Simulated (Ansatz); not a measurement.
Stepwise reaction of `[OH][Ge]([OH])([Cl])[Cl]` with water, as a gas-phase model of exchange steps in deposition or etching. ΔE in kJ/mol.

Gas-phase electronic energies from Ansatz, PBE0-D4/def2-TZVP geometries. CCSD(T)/CBS is the MP2 limit (def2-TZVPP, def2-QZVPP) plus CCSD(T) − MP2 in def2-TZVPP, frozen cores. This one scheme is used for every species. DFT in def2-TZVPP. B3LYP here is the variant with VWN-RPA as its local correlation; programs differ in this. For Ge outer-core shells are correlated without core-valence functions, which leaves a few kJ/mol of doubt a bond. Scalar relativity is left out up to krypton. One conformer a species, not always the lowest.

```
step                                                             reaction  PBE-D4  B3LYP-D4  ωB97M-V  CCSD(T)/CBS
   1  `[OH][Ge]([OH])([Cl])[Cl]` + H₂O → `[OH][Ge]([OH])([OH])[Cl]` + HCl    33.3      30.1     29.3         29.3
   2  `[OH][Ge]([OH])([OH])[Cl]` + H₂O → `[OH][Ge]([OH])([OH])[OH]` + HCl    34.2      30.5     28.9         27.7
```

(1) By hand: ΔE of the 2 steps together at CCSD(T)/CBS.

Results:

(1) (29.3) + (27.7) = 57.0 kJ/mol, or 28.5 kJ/mol a step.

In ΔE the steps differ by no more than 1.6 kJ/mol. All are uphill at CCSD(T)/CBS. PBE-D4 differs from CCSD(T)/CBS by 4.0 to 6.5 kJ/mol a step. Isolated molecules leave out the surface, adducts and barriers. Largest T1 diagnostic: 0.012.
